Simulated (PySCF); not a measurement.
Job for PySCF: R-HF/3-21G on CH3NO (a complex).

```python
from pyscf import gto, scf, dft, mp
from pyscf.data.elements import chemcore

mol = gto.M(
    atom='''
    O    -0.14302315    0.06523241   -0.65726024
    H     0.79134065   -0.06066031   -0.84779530
    H    -0.20066002    0.07223200    0.30790929
    C    -0.27946973    0.07920043    3.55475453
    N    -0.13931848    0.06158102    2.41914447
    H    -0.41119463    0.09573328    4.61361785
    ''',
    basis='3-21g',
    charge=0, spin=0, verbose=3, max_memory=1800)
mf = scf.RHF(mol)
mf.conv_tol = 1e-8
mf.max_cycle = 100
mf.kernel()
if not mf.converged:
    mf = mf.newton().run(mf.mo_coeff, mf.mo_occ)
```

What total energy does the run end on?

-167.9486 hartree.
